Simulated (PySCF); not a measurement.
**Mg: excitation energy**

Mg [Ne] 3s2 (1S) → Mg [Ne] 3s1 4s1 (3S), as a difference of total energies. Computed with PySCF 2.14 in aug-cc-pVTZ, with the non-relativistic Hamiltonian (point nucleus). Correlated levels: valence: [Ne] frozen. The calculations carry no spin-orbit coupling.

```
           method  excitation energy (cm⁻¹)
              UHF                     33950
              LDA                     40736
              PBE                     39884
             PBE0                     39561
           r2SCAN                     38983
            B3LYP                     41316
             MN15                     42103
             TPSS                     39994
          wB97X-V                     41024
    MP2 (valence)                     38729
SCS-MP2 (valence)                     40053
```

Errors of the correlated levels include the incompleteness of this basis and the frozen core.

For comparison: 41197 cm⁻¹ (measured; NIST levels).
